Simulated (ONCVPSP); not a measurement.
## Transferability test, ONCV potential for N

```json
{"Element": "nitrogen (N)", "Generator": "ONCVPSP 4.0.1", "Type": "optimised norm-conserving Vanderbilt (ONCV)", "Functional": "BLYP", "Relativity": "scalar-relativistic", "Frozen core": "[He]", "Valence charge": "5", "Reference configuration": "2s1.75 2p3.25", "Partial waves": "2s: rc 0.75 bohr, ncon 3, nbas 8, qcut 11 1/bohr, local; 2p: rc 2.40 bohr, ncon 4, nbas 7, qcut 6.5 1/bohr, 2 projectors, debl 0.6 Ha; d scattering state at 0.22 Ha: rc 2.10 bohr, ncon 3, nbas 7, qcut 4.1 1/bohr, 2 projectors, debl 2.2 Ha", "Local potential": "the s channel", "Core correction": "Teter function fitted to the true core (icmod 2), fcfact 0.35"}
```

Energies are relative to the spin-unpolarised reference configuration 2s1.75 2p3.25; without spin polarisation the order of configurations can differ from experiment.

Task: Give the all-electron excitation energy and the error of the potential for: 2s2 2p3; 2s2 2p2; 2s2 2p1; 2s2 2p2.5.

Result:

```
valence configuration  charge  ΔE all-electron (eV)  error AE − PS (meV)
              2s2 2p3       0                -2.847                 -0.9
              2s2 2p2      +1                10.727                 +163
              2s2 2p1      +2                39.600                 +985
            2s2 2p2.5    +0.5                 2.235                  +37
```

Levels in the configuration 2s2 2p1:

| level | all-electron (eV) | pseudo (eV) |
| --- | --- | --- |
| 2s | -49.058 | -48.380 |
| 2p | -37.558 | -36.162 |
